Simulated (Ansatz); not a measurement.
Ansatz results at the PBE0-D4/def2-TZVP geometry: HOMO energy (PBE0/def2-TZVPP) -6.66 eV; HOMO energy (B3LYP/def2-TZVPP) -6.44 eV; HOMO energy (PBE/def2-TZVPP) -5.65 eV.

Each molecule was computed in one conformer, which needn't be the lowest.

**Question.** Which molecule gave them?
A. `O=C(S)[TeH]`
B. `CC(=O)[Te][SiH3]`
C. `Cl[SiH]1CO[SiH2]O1`
D. `[SiH3]O/C=C\[TeH]`

**Answer.** B. The others give `O=C(S)[TeH]`: -6.96, -6.73, -5.89; `Cl[SiH]1CO[SiH2]O1`: -8.31, -8.08, -6.84; `[SiH3]O/C=C\[TeH]`: -5.76, -5.57, -4.79.

B3LYP here is the variant with VWN-RPA as its local correlation; programs differ in this.
